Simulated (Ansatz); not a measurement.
Input for Ansatz (a first-principles code): R-SVWN5/def2-TZVPP on CH4O2Si (SMILES CO[Si]O), a point of a torsion scan.

Ansatz 0.2 input:
```yaml
crystal:
  periodic: [false, false, false]
  atoms:
    - {symbol: C, position_ang: [-1.00955568, 0.13371177, 0.23835324]}
    - {symbol: O, position_ang: [-0.23671957, -0.98319986, -0.07807253]}
    - {symbol: Si, position_ang: [1.34267021, -1.38125588, -0.00689948]}
    - {symbol: O, position_ang: [2.00825565, -0.56142233, 1.22694487]}
    - {symbol: H, position_ang: [-1.83521623, -0.16950783, 0.88748627]}
    - {symbol: H, position_ang: [-0.42502073, 0.90817146, 0.74732300]}
    - {symbol: H, position_ang: [-1.41875864, 0.55291587, -0.68458163]}
    - {symbol: H, position_ang: [1.57625506, 0.05394507, 1.82432378]}
basis:
  gaussian:
    orbitals: def2-TZVPP
hamiltonian:
  xc: {name: SVWN5}
scf: {lower_state_search: off}
```

Output:

```
WARN ansatz: RAYON_NUM_THREADS=1 ignored (pool sized by the plan → 1); use --threads N
Functional definition: SVWN5
these checks for a lower state are left out or cut short: stability, starts, cluster_reference, orbital_swaps, neighbouring_geometries, increment
integrals: 0.09 GiB planned
1006 factors; their error is unknown
mean field: 0.71 GiB planned
mean field evaluation 1: about -12993.1148 eV, gradient 8.9e1 eV
mean field evaluation 2: about -12932.0188 eV, gradient 1.9e2 eV
mean field evaluation 4: about -13006.5428 eV, gradient 1.9e1 eV
mean field evaluation 8: about -13007.1133 eV, gradient 8.9e-2 eV
mean field evaluation 16: about -13007.0843 eV, gradient 2.9e-5 eV
mean field -13007.08432540 eV, -478.0015324399 hartree, gradient 2.8e-6 eV, S^2 0.000000; 0 other end points of the search recorded, 0 dependent functions left out
reference -13007.08436003 eV, -478.0015337127 hartree; 20, 20 occupied and 171, 171 virtual orbitals, 1006 factors
Total energy: -13007.08436003 eV, -478.0015337127 hartree
Checks for a lower state left out: stability, starts, cluster_reference, orbital_swaps, neighbouring_geometries, increment
```

Self-consistency was reached.

Cost: around 1.5 core-seconds (rough).
